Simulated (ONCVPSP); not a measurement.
Varying the ONCV potential for Co (Z = 27)

Base potential:

ONCVPSP 4.0.1 input, shortened (lines: element, Z, core and valence counts, functional; n l f; lmax; l rc ep ncon nbas qcut; lloc lpopt rc5 dvloc0; l nproj debl; icmod fcfact rcfact), PBE, scalar-relativistic:

```
  Co 27.00    3    4        4      upf
    1    0    2.00
    2    0    2.00
    2    1    6.00
    3    0    2.00
    3    1    6.00
    3    2    7.00
    4    0    1.00
    2
    0    1.10    0.00    4    8    8.90
    1    1.30    0.00    5    9   12.60
    2    0.95    0.00    5   10   17.70
    4    4    0.65    0.00
    0    2    4.00
    1    2    3.20
    2    2    2.80
    3    3.50    1.25
```

Cutoffs, loose and tight: the cutoffs (Ha) at which the residual kinetic energy of the hardest occupied pseudo-wave falls to 1 and 0.1 mHa per electron. They do not see the model core or the augmentation charge, which bear on the density cutoff. Test errors are all-electron minus pseudo excitation energies from the reference, over the configurations 3s2 3p6 3d7 4s2; 3s2 3p6 3d7 4s0; 3s2 3p6 3d6 4s0; 3s2 3p6 3d7 4s0 4p2. A dash means not determined; rows that change the core or the reference have their own tests.

```tsv
change	outcome	cutoff, loose	cutoff, tight	bound ghosts	GHOST(+) flags above zero	largest test error (meV)
base	generated	115 Ha	131 Ha	none	none	-2.5
all radii but the core radius scaled by about 0.78 (s 0.86, p 1.02, d 0.74 bohr); local potential polynomial inside 0.50 bohr (lpopt 4, dvloc0 0 Ha)	generated	190 Ha	241 Ha	none	none	+0.9
all radii but the core radius scaled by about 0.86 (s 0.94, p 1.12, d 0.82 bohr); local potential polynomial inside 0.56 bohr (lpopt 4, dvloc0 0 Ha)	generated	129 Ha	193 Ha	none	s	-1.9
all radii but the core radius scaled by about 1.06 (s 1.16, p 1.38, d 1.00 bohr); local potential polynomial inside 0.68 bohr (lpopt 4, dvloc0 0 Ha)	generated	110 Ha	126 Ha	none	none	-2.5
all radii but the core radius scaled by about 1.12 (s 1.24, p 1.46, d 1.06 bohr); local potential polynomial inside 0.72 bohr (lpopt 4, dvloc0 0 Ha)	generated	104 Ha	120 Ha	none	none	-2.4
all radii but the core radius scaled by about 1.22 (s 1.34, p 1.58, d 1.16 bohr); local potential polynomial inside 0.78 bohr (lpopt 4, dvloc0 0 Ha)	generated	94 Ha	109 Ha	none	none	-2.0
all radii but the core radius scaled by about 1.31 (s 1.44, p 1.70, d 1.24 bohr); local potential polynomial inside 0.84 bohr (lpopt 4, dvloc0 0 Ha)	generated	86 Ha	99 Ha	none	none	-1.5
```

Reading the sweep of the scale of all radii but the core radius (base = 1) (base included, trends over the rows without a ghost): The loose cutoff falls from 190 Ha at 0.78 to 86 Ha at 1.31. A larger radius leaves more room for a smooth pseudo-wave, so fewer plane waves are needed; a smaller one forces it to follow the all-electron wave where it bends sharply. The median size of the test errors (rows with all tests solved) stays near 0.9 meV.
